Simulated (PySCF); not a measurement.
Spin-rotation constants: sulfuryl bromide fluoride (SMILES O=S(=O)(F)Br)

Cartesian coordinates in Å; atom numbers follow the order of the lines, from 1:
```xyz
5

O    -0.4883    1.4198   -0.3367
S    -0.1653    0.0562   -0.1761
O    -0.4595   -0.9417   -1.1284
F    -0.7914   -0.4270    1.2406
Br    1.9131   -0.1044    0.3834
```

Theory: GIAO PBE/aug-pcSseg-1 magnetisability, rotational g tensor and spin-rotation constants, non-relativistic, gas phase (PySCF). Geometry: GFN2-xTB.

The calculation is non-relativistic, which matters for the atoms heavier than Zn.

Problem. Give the nuclear spin-rotation constants along the inertial axes (H = +C I·J) beside the isotropic shieldings.

Solution. Rotational constants 4.8670, 1.7861, 1.7575 GHz. A star marks the isotopologue with that one atom substituted, in its own axes.
```csv
atom,isotope,Caa (kHz),Cbb (kHz),Ccc (kHz),mean (kHz),σ (ppm)
F4,19F,15.587,2.393,7.316,8.432,-36.2
Br5,79Br,2.154,8.854,8.187,6.398,928.5
O1,17O*,-1.416,-0.704,-0.636,-0.918,-32.6
S2,33S*,2.347,0.842,0.457,1.215,179.1
```
For the geometry as given, no vibrational averaging.
